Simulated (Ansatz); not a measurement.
## Which isomer of AlFHNSi gives these data?

These gas-phase data were calculated for one isomer of AlFHNSi at B3LYP/6-31G* (harmonic, unscaled wavenumbers; equilibrium rotational constants with average atomic masses):

* rotational constants: 20.98, 2.502, 2.235 GHz
* all wavenumbers above 1500 cm⁻¹: 3492
* dipole moment: 1.66 D (PBE0/def2-TZVPD)

Candidates:

(1) `[F][Al]1[NH][Si]1`, a singlet
(2) `[F][AlH][N]=[Si]`, a singlet

Which structure fits?

Candidate (1). The band at 3492 cm⁻¹ lies where the N–H stretch is expected; (2) has no mode between 3250 and 3800 cm⁻¹.

The same quantities for all candidates:

```tsv
	rotational constants (GHz)	wavenumbers above 1500 cm⁻¹	dipole (D)	E above the lowest, B3LYP/6-31G* (kcal/mol)
(1)	20.98, 2.502, 2.235	3492	1.66	25.5
(2)	22.66, 1.888, 1.743	2000	2.69	0.0
```

Each candidate is one conformer. Programs: Ansatz 0.2.0.
